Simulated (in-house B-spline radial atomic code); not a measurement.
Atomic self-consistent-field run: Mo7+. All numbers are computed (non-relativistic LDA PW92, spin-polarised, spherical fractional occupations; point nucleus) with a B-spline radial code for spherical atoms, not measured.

Command:
```bash
python run_scf.py task.json out
```
Settings:
```
Z                42
configuration    [Ar] 3d10 4s2 4p5
hamiltonian      nr
method           lda,pw
spin_polarised   True
```

Output (hartree, bohr):
```
 radial grid: 47 intervals, B-splines of order 8, outer radius 13.5065 bohr

 iter        energy (Eh)    residual
    1       -3953.376763    5.47e-01
    2       -3958.211832    4.52e-01
    3       -3960.411402    8.87e-02
    4       -3960.512902    1.72e-02
    5       -3960.516530    1.08e-02
    6       -3960.517948    7.00e-04
    7       -3960.517953    2.53e-05
    8       -3960.517953    4.02e-07

 total energy                     -3960.51795
 kinetic                            3957.9828
 electron-nucleus                  -9294.1692
 Hartree                            1489.3085
 exchange-correlation               -113.6401

 orbital      occ     eigenvalue          <r>       <r^2>       <1/r>       r_max
 1s up      1.000      -713.3191      0.03634  0.00176719     41.4414     0.02404
 1s down    1.000      -713.3112    0.0363398  0.00176718     41.4416     0.02404
 2s up      1.000      -102.5992     0.158857    0.029664     9.34023      0.1343
 2s down    1.000      -102.5939     0.158855   0.0296631     9.34024      0.1343
 2p up      3.000       -94.8904     0.136094   0.0225697     9.34047      0.1056
 2p down    3.000       -94.8831     0.136095   0.0225699     9.34034      0.1056
 3s up      1.000       -20.6876     0.440872    0.222412     3.24173      0.3947
 3s down    1.000       -20.6780     0.440765    0.222279      3.2422      0.3948
 3p up      3.000       -17.7227     0.435298     0.22028     3.15373      0.3817
 3p down    3.000       -17.7123      0.43516    0.220107     3.15436      0.3817
 3d up      5.000       -12.2750     0.412781    0.204466     2.97951      0.3211
 3d down    5.000       -12.2643     0.412515    0.204139     2.98068      0.3211
 4s up      1.000        -5.9214       1.0699      1.2872     1.27355      0.9868
 4s down    1.000        -5.8748      1.07062     1.28944     1.27316      0.9863
 4p up      3.000        -5.0057      1.13464     1.45586     1.18615       1.036
 4p down    2.000        -4.9601      1.13632     1.46088     1.18474       1.036
```

Time taken, with all properties: 0.16 s on 1 thread of Arm Neoverse N1, on a shared host.
